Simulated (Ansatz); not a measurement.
Ansatz (an electronic-structure program) input (CCSD(T)/6-31G*):

Ansatz 0.2 input:
```yaml
crystal:
  periodic: [false, false, false]
  atoms:
    - {symbol: C, position_ang: [-2.20232997, 0.36865996, 0.01102231]}
    - {symbol: C, position_ang: [-0.88935941, -0.26485235, 0.21857224]}
    - {symbol: O, position_ang: [0.12739174, 0.56792628, -0.39174387]}
    - {symbol: C, position_ang: [1.39105730, 0.16047673, -0.23473757]}
    - {symbol: O, position_ang: [1.74746086, -0.82177251, 0.35381159]}
    - {symbol: H, position_ang: [-3.10147462, -0.22141977, 0.10728324]}
    - {symbol: H, position_ang: [-2.27945651, 1.43958565, -0.10371999]}
    - {symbol: H, position_ang: [-0.63826483, -0.37796957, 1.28218443]}
    - {symbol: H, position_ang: [-0.83819859, -1.26671598, -0.21681845]}
    - {symbol: H, position_ang: [2.06236625, 0.87158363, -0.73461295]}
basis:
  gaussian:
    orbitals: 6-31G*
magnetization: {spin_polarized: true, initial_magnetization: 1}
correlation: {method: ccsd_t, electrons: outside_noble_gas}
```

Output:

```
Functional definition: HF
integrals: 0.13 GiB planned
849 factors; integrals over basis functions are off by at most 1.0e-3 eV
mean field: 0.26 GiB planned
mean field evaluation 1: about -7239.5208 eV, gradient 2.9e1 eV
mean field evaluation 2: about -7239.5263 eV, gradient 2.9e1 eV
mean field evaluation 4: about -7243.3781 eV, gradient 3.5e0 eV
mean field evaluation 8: about -7243.4872 eV, gradient 2.5e-1 eV
mean field evaluation 16: about -7243.4624 eV, gradient 1.5e0 eV
mean field -7243.48820596 eV, -266.1932817564 hartree, gradient 4.3e-6 eV, S^2 0.762491; 0 other end points of the search recorded, 0 dependent functions left out
5 core orbitals not correlated
reference -7243.48820596 eV, -266.1932817564 hartree; 15, 14 occupied and 65, 66 virtual orbitals, 849 factors
second order -19.35042506 eV of doubles, -0.00000000 eV of singles
coupled cluster: 0.65 GiB planned
cycle   1  -19.56159374 eV  change   -2.1e-1 eV  update   1.2e-1
cycle   2  -20.13578355 eV  change   -5.7e-1 eV  update   3.6e-2
cycle   3  -20.30515831 eV  change   -1.7e-1 eV  update   2.0e-2
cycle   4  -20.30335189 eV  change    1.8e-3 eV  update   5.3e-3
cycle   5  -20.30193725 eV  change    1.4e-3 eV  update   2.2e-3
cycle   6  -20.30216401 eV  change   -2.3e-4 eV  update   7.5e-4
cycle   7  -20.30201987 eV  change    1.4e-4 eV  update   3.5e-4
cycle   8  -20.30202435 eV  change   -4.5e-6 eV  update   1.3e-4
cycle   9  -20.30210865 eV  change   -8.4e-5 eV  update   5.1e-5
cycle  10  -20.30209971 eV  change    8.9e-6 eV  update   1.8e-5
perturbative correction -0.62395080 eV, -0.0229297690 hartree
Total energy: -7264.41425647 eV, -266.9622999284 hartree
```

It need not be the lowest isomer of its formula.
